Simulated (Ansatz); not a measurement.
The same path of BrH + Cl2FHOTi (8 atoms, charge 0, multiplicity 1) was run twice with different band settings. Lost on the way: Ti1–Cl2, Br7–H8. Made: Ti1–Br7, Cl2–H8.

Method: Ansatz 0.2.0, RKS PBE/def2-SVP.

Relaxed end points:

```xyz
8
Properties=species:S:1:pos:R:3
Ti -0.136 -0.226 0.059
Cl -0.148 -0.081 2.278
F 1.484 -0.122 -0.566
Cl -1.435 1.322 -0.786
O -0.781 -1.801 -0.389
H -1.663 -2.216 -0.408
Br 1.664 3.242 1.575
H 1.031 2.100 2.189
```

```xyz
8
Properties=species:S:1:pos:R:3
Ti 0.303 0.428 -0.686
Cl -0.832 -0.166 3.167
F 1.372 -0.064 -1.971
Cl -1.463 1.462 -1.479
O -0.191 -0.988 0.215
H -0.582 -1.028 1.127
Br 1.395 1.857 0.896
H 0.015 0.717 2.682
```

Common settings: spring 5.0 eV/Å²; optimiser quadratic models (default); start path through a guess of the saddle point; force threshold 0.05 eV/Å; iteration limit 60; end points relaxed.

| run | movable images | climbing image |
| --- | --- | --- |
| 1 | 5 | yes |
| 2 | 6 | no |

Problem. What does each run give, and how far can it be trusted?

Solution. Run 1: converged after 19 iterations, highest image 0.397 eV above the first end. A vibrational analysis at the climbing image gives one clearly imaginary mode, 120i cm⁻¹: a first-order saddle point.
Run 2: converged after 17 iterations, highest image 0.392 eV above the first end. No image climbed, so the highest image needn't sit at the top of the path.
The orbitals stay closed-shell, which can raise the energy where a bond breaks towards radicals; this wasn't checked here.
